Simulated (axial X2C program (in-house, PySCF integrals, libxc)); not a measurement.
## Which molecule has these constants?

Computed with an in-house relativistic program for diatomic molecules, spin-free (one-electron X2C) or two-component (2c: spin–orbit coupling with atomic mean-field Coulomb and Gaunt terms, which also bring small scalar terms), in Dyall basis sets with cores contracted in-house; open shells are unrestricted.

A two-component PBE0 calculation in a Dyall 3-zeta basis gave Re = 2.178 Å, ωe = 439.5 cm⁻¹, De = 2.90 eV, dipole magnitude 0.29 D, Ω = 1.

Question: Which molecule is it?
A. PBr
B. BrCl
C. MgBr
D. SiBr
E. SBr

Answer: A. The others have MgBr 2.360 Å and 365.7 cm⁻¹ (Ω = 1/2); BrCl 2.139 Å and 455.1 cm⁻¹ (Ω = 0); SiBr 2.233 Å and 421.5 cm⁻¹ (Ω = 1/2); SBr 2.122 Å and 476.5 cm⁻¹ (Ω = 3/2).

Each entry is the lowest single determinant of a limited PBE0 search at one distance. De goes to single-determinant-based atoms at the same level (for ions the charge split of lowest energy) and is withheld (n/a) where an atom does not fit its ground term or J level. Main or longest-lived isotopes. One determinant is a doubtful description, or other states lie close, for PBr; these need not be ground states, and all values refer to the states named. Some open-shell Ω = 0 determinants are out of reach, so the Ω given for PBr need not be the lowest component. With several unpaired electrons the Ω given is that of one determinant, not necessarily of the lowest component. Some light 2c atoms are not at their ground J level, so De misses part of their lowering (0.04 eV or less). The functionals have no current term, which raises determinants with orbital currents.
